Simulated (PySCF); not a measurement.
## SiHg: energy against distance

Set-up: basis Si def2-SVPD, Hg def2-SVPD with ECP60; scalar-relativistic core potentials; PySCF 2.14. Energies in eV from Si + Hg in their ground configurations at the same level. State: ³Σ⁻ (triplet), unpaired electrons π ↑↑.

All columns are BP86. A positive dipole means Si(−)Hg(+).

```
R (Å)  E (eV)  μ (D)  Mulliken charge on Si (basis-dependent)  HOMO (eV)  LUMO (eV)  Mayer bond order  ⟨S²⟩
2.223  -0.213   1.67                                    -0.08      -4.55      -3.42              1.49  2.01
2.326  -0.463   1.67                                    -0.08      -4.51      -3.52              1.34  2.01
2.430  -0.587   1.66                                    -0.09      -4.46      -3.61              1.20  2.01
2.507  -0.626   1.65                                    -0.09      -4.43      -3.67              1.10  2.01
2.585  -0.633   1.63                                    -0.10      -4.40      -3.72              1.01  2.01
2.663  -0.618   1.60                                    -0.10      -4.38      -3.77              0.92  2.01
2.766  -0.577   1.56                                    -0.11      -4.36      -3.83              0.82  2.01
2.895  -0.508   1.49                                    -0.11      -4.34      -3.90              0.70  2.01
3.050  -0.417   1.40                                    -0.10      -4.33      -3.97              0.57  2.01
3.257  -0.305   1.24                                    -0.09      -4.33      -4.05              0.42  2.01
```

A fit through these points gives, at Re = 2.567 Å, μ = 1.63 D and dμ/dR = -0.276 D/Å; the reduced mass is 24.57 u.

Problem. How strong is the fundamental in the double-harmonic approximation, I = 42.26·(dμ/dR)²/μred km/mol?

Solution. I = 42.26·(-0.276)²/24.57 = 0.131 km/mol at BP86.

Spin–orbit coupling is left out, which matters for elements this heavy, above all for dissociation energies. The state was picked by a PBE0 search and need not be the measured ground state.
